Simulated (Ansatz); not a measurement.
K2O2⁻. Total charge -1; doublet. Geometry r2SCAN-D4/def2-TZVPD; atoms count from 1.

Cartesian coordinates in Å:
```
K -1.547 -0.910 -1.622
K 1.535 0.902 1.607
O -0.056 0.636 -0.288
O 0.068 -0.628 0.303
```

The structure holds 1 bond(s) between oxygen atoms. The charge -1 doublet is spin-contaminated (final ⟨S²⟩ up to 1.60, 0.75 for a pure state). The highest occupied level of the charge -1 doublet lies above zero (up to 0.25 eV). Its loss leaves the charge 0 singlet, which lies 0.52 eV higher (vertical, at PBE0-D4/def2-TZVPD), but this difference is unsure: the singlet is doubtful (geometry relaxed on an unsound state). The geometry of the doublet was relaxed on an unsound state (⟨S²⟩ 1.38, where a pure state has 0.75). At PBE0-D4/def2-TZVPD a quartet of charge -1 lies 0.14 eV below the doublet, each at its own geometry. The structure comes from a short search, and lower isomers may exist.

**Question.** Estimate the Mulliken populations from the PBE0/def2-TZVPD orbitals of Ansatz.

**Answer.** 
```
atom  charge (e)  spin (α − β)
  K1        0.13         -0.65
  K2        0.01          0.80
  O3       -0.57          0.43
  O4       -0.57          0.43
```
Mulliken values and Mayer orders depend strongly on the basis. With diffuse functions, as here, like atoms can get unlike values, and bond orders can come out too low or too high.

**Question.** Where does the spin sit?

**Answer.** Summed by element: K 0.15, O 0.85, of 1 unpaired in all. Largest on single atoms: K2 0.80, K1 -0.65, O4 0.43.

**Question.** And the Mayer bond orders between bonded heavy atoms (over 0.3)?

**Answer.** K1–K2 0.30 (4.82 Å); O3–O4 0.74 (1.40 Å).
